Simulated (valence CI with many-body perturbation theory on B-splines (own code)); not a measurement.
# F3+: what each term of the Hamiltonian does

Computed by relativistic CI+MBPT: four valence electrons over a frozen Dirac-Fock core [He], radial functions for each j: 11 s, 11 p, 9 d, 7 f, 5 g, 2 h, 1 i, with the one-electron correlation potential Σ1 (screened to all orders), the two-electron term Σ2, the three-electron term Σ3, Breit, model QED; selected single and double excitations, second order for the rest, scaled by the run's own slope (own B-spline code, finite nucleus).

Against 35 measured levels this calculation errs by 93 cm⁻¹ on average and by 255 at most. These come from a selection out of Moore, Atomic Energy Levels, vol. I, NSRDS-NBS 35 (1971 reprint of NBS Circular 467, 1949), an old analysis. Levels without a partner in it may be off by more. Among the levels kept, up to 350 cm⁻¹ of a level comes from second order outside the variational space, and about a tenth of that is noise between levels of different J, which matters for small intervals.

Each rung adds one term. CI alone is the Dirac-Coulomb CI over the frozen core; QED comes last and gives the full result, which names the levels. Energies are above 2s2 2p2 3P_0 on the same rung, in cm⁻¹.

```
       Level  CI alone
2s2 2p2 3P_1       245
2s2 2p2 3P_2       712
2s2 2p2 1D_2     25353
2s2 2p2 1S_0     53457
2s 2p3 5S°_2     74826
2s 2p3 3D°_3    148968
2s 2p3 3D°_2    148961
2s 2p3 3D°_1    148961
2s 2p3 3P°_2    176285
2s 2p3 3P°_1    176279
2s 2p3 3P°_0    176274
2s 2p3 1D°_2    231124
2s 2p3 3S°_1    241301
2s 2p3 1P°_1    259578
    2p4 3P_2    351390
    2p4 3P_1    351830
```

Task: What do these energies become with core correlation, Breit and QED?

Result: 2s2 2p2 3P_1 227 (-18); 2s2 2p2 3P_2 614 (-98); 2s2 2p2 1D_2 25325 (-28); 2s2 2p2 1S_0 53702 (+245); 2s 2p3 5S°_2 74058 (-768); 2s 2p3 3D°_3 147886 (-1082); 2s 2p3 3D°_2 147935 (-1026); 2s 2p3 3D°_1 147949 (-1012); 2s 2p3 3P°_2 175347 (-938); 2s 2p3 3P°_1 175351 (-928); 2s 2p3 3P°_0 175373 (-900); 2s 2p3 1D°_2 229096 (-2028); 2s 2p3 3S°_1 238506 (-2795); 2s 2p3 1P°_1 257645 (-1933); 2p4 3P_2 348440 (-2950); 2p4 3P_1 348877 (-2952).

Task: How does the ionisation energy move along the ladder, and which term matters most?

Result: CI alone 87.062, + Σ1 87.215, + Σ2 87.195, + Σ3 87.172, + Breit 87.161, + QED 87.163 eV. The largest step is Σ1, 0.153 eV. NIST lists 87.175 ± 0.017 eV (semi-empirical).
